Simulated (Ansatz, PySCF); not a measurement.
System: CuH, net charge 0, singlet state. SMILES: [CuH]
Structure (B3LYP-D3(BJ)/def2-TZVP (Ansatz, a program for electronic structure) minimum search):
```xyz
2

Cu     0.0000     0.0000    -0.0494
H      0.0000     0.0000     1.4337
```
Charge 0, spin multiplicity 1.

Property: size of the dipole moment, in D. Set-up: LANL2DZ with its own core potentials from Na on; 6-31G* and kin with 6d, 5d where marked; spin-orbit terms left out; non-relativistic. Ab initio and DFT rows: single points at B3LYP-D3(BJ) geometries (Ansatz).

```json
[
 {"level": "SVWN5/6-31G* with LANL2DZ past Ar", "program": "Ansatz", "size of the dipole moment (D)": "2.36"},
 {"level": "PBE/STO-3G", "program": "Ansatz", "size of the dipole moment (D)": "0.35"},
 {"level": "PBE/LANL2DZ", "program": "Ansatz", "size of the dipole moment (D)": "2.52"},
 {"level": "PBE/6-31G*", "program": "Ansatz", "size of the dipole moment (D)": "2.17"},
 {"level": "BP86/def2-SVP", "program": "PySCF", "size of the dipole moment (D)": "2.24"},
 {"level": "B3LYP/3-21G", "program": "Ansatz", "size of the dipole moment (D)": "1.74"},
 {"level": "B3LYP/LANL2DZ", "program": "Ansatz", "size of the dipole moment (D)": "2.79"},
 {"level": "B3LYP/6-31G*", "program": "Ansatz", "size of the dipole moment (D)": "2.48"},
 {"level": "B3LYP/6-31G**", "program": "Ansatz", "size of the dipole moment (D)": "2.47"},
 {"level": "B3LYP/6-31G* with LANL2DZ past Ar", "program": "Ansatz", "size of the dipole moment (D)": "2.81"}
]
```

No value to compare with is used here. The 10 habitual levels span 0.35 (PBE/STO-3G) to 2.81 D (B3LYP/6-31G* with LANL2DZ past Ar).

The levels are drawn from those run, B3LYP/6-31G* more often than the rest, none by its result; runs whose electronic state is in doubt are left out.
